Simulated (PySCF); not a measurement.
An element was calculated at r2SCAN (PySCF 2.14, ECP, a triple-zeta basis, no spin-orbit coupling), in the ground configurations that NIST lists.

| Property | Result |
| --- | --- |
| electron affinity | 2.199 eV |
| first ionisation energy | 9.497 eV |
| second ionisation energy | 20.685 eV |
| third ionisation energy | 32.473 eV |

Task: Which element is it?

Result: Gold (Au, Z = 79), in aug-cc-pwCVTZ-PP with ECP60MDF. NIST lists 9.226, 20.203 ± 0.025, 30 ± 1.6 eV for these ionisation energies.
